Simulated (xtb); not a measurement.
xtb input (GFN1-xTB):

```bash
xtb mol.xyz --gfn 1 --sp --chrg 0 --uhf 0
```
mol.xyz:
```
9

C      2.38024914    -0.37274595    -0.13247350
C      1.36902374     0.05255817     0.62293398
Si    -0.36070191     0.06208345     0.03473521
F     -0.45266879    -0.49096009    -1.44627356
F     -1.30235516    -0.83163300     0.94147595
F     -0.98438887     1.51760346     0.04447084
H      2.22771654    -0.73742477    -1.14162828
H      3.40292401    -0.37370181     0.22753626
H      1.57826433     0.40799165     1.62797703
```

End of the output:

```
         :::::::::::::::::::::::::::::::::::::::::::::::::::::
         ::                     SUMMARY                     ::
         :::::::::::::::::::::::::::::::::::::::::::::::::::::
         :: total energy             -23.311133934340 Eh    ::
         :: gradient norm              0.025705056747 Eh/a0 ::
         :: HOMO-LUMO gap              5.024537419775 eV    ::
         ::.................................................::
         :: SCC energy               -23.465377536728 Eh    ::
         :: -> electrostatic           0.034199161649 Eh    ::
         :: repulsion energy           0.156915065472 Eh    ::
         :: dispersion energy         -0.002671463083 Eh    ::
         :: halogen bond corr.         0.000000000000 Eh    ::
         :: add. restraining           0.000000000000 Eh    ::
         :: total charge              -0.000000000000 e     ::
         :::::::::::::::::::::::::::::::::::::::::::::::::::::

           -------------------------------------------------
          |                Property Printout                |
           -------------------------------------------------

    * Orbital Energies and Occupations

         #    Occupation            Energy/Eh            Energy/eV
      -------------------------------------------------------------
         1        2.0000           -0.8429626             -22.9382
       ...           ...                  ...                  ...
         6        2.0000           -0.5896287             -16.0446
         7        2.0000           -0.5691193             -15.4865
         8        2.0000           -0.5662926             -15.4096
         9        2.0000           -0.5660347             -15.4026
        10        2.0000           -0.5552489             -15.1091
        11        2.0000           -0.5503830             -14.9767
        12        2.0000           -0.5450856             -14.8325
        13        2.0000           -0.5320450             -14.4777
        14        2.0000           -0.5314799             -14.4623
        15        2.0000           -0.5292498             -14.4016
        16        2.0000           -0.5177577             -14.0889
        17        2.0000           -0.4655954             -12.6695
        18        2.0000           -0.4641798             -12.6310 (HOMO)
        19                         -0.2795315              -7.6064 (LUMO)
Note: The following floating-point exceptions are signalling: IEEE_DENORMAL
normal termination of xtb
        20                         -0.1309593              -3.5636
        21                         -0.1204351              -3.2772
        22                         -0.0828097              -2.2534
        23                         -0.0636785              -1.7328
        24                         -0.0515668              -1.4032
        25                         -0.0410702              -1.1176
        26                         -0.0084254              -0.2293
        27                          0.1753085               4.7704
        28                          0.2041687               5.5557
        29                          0.2412325               6.5643
       ...                                ...                  ...
        35                          0.9234631              25.1287
      -------------------------------------------------------------
                  HL-Gap            0.1846484 Eh            5.0245 eV
             Fermi-level           -0.3718557 Eh          -10.1187 eV

  Mulliken/CM5 charges         n(s)   n(p)   n(d)
     1C    -0.02793 -0.12487   1.061  2.967  0.000
     2C    -0.05315 -0.06729   1.051  3.002  0.000
     3Si    0.62280  0.49936   0.944  1.266  1.167
     4F    -0.21980 -0.19771   1.756  5.464  0.000
     5F    -0.21765 -0.19471   1.756  5.462  0.000
     6F    -0.21765 -0.19471   1.756  5.462  0.000
     7H     0.04288  0.09815   0.957  0.000  0.000
     8H     0.02976  0.08231   0.970  0.000  0.000
     9H     0.04073  0.09948   0.959  0.000  0.000

Wiberg/Mayer (AO) data.
largest (>0.10) Wiberg bond orders for each atom

 ---------------------------------------------------------------------------
     #   Z sym  total        # sym  WBO       # sym  WBO       # sym  WBO
 ---------------------------------------------------------------------------
     1   6 C    3.993 --     2 C    1.916     8 H    0.978     7 H    0.976
     2   6 C    3.986 --     1 C    1.916     3 Si   1.046     9 H    0.952
     3  14 Si   4.934 --     5 F    1.248     6 F    1.248     4 F    1.248
                             2 C    1.046
     4   9 F    1.331 --     3 Si   1.248
     5   9 F    1.334 --     3 Si   1.248
     6   9 F    1.334 --     3 Si   1.248
     7   1 H    1.006 --     1 C    0.976
     8   1 H    1.008 --     1 C    0.978
     9   1 H    1.005 --     2 C    0.952
 ---------------------------------------------------------------------------

Topologies differ in total number of bonds
Writing topology from bond orders to xtbtopo.mol

 dipole moment from electron density (au)
     X       Y       Z
   0.9990  -0.0390   0.2520  total (Debye):    2.621

           -------------------------------------------------
          | TOTAL ENERGY              -23.311133934340 Eh   |
          | GRADIENT NORM               0.025705056747 Eh/α |
          | HOMO-LUMO GAP               5.024537419775 eV   |
           -------------------------------------------------

------------------------------------------------------------------------
------------------------------------------------------------------------
 total:
 SCF:
```
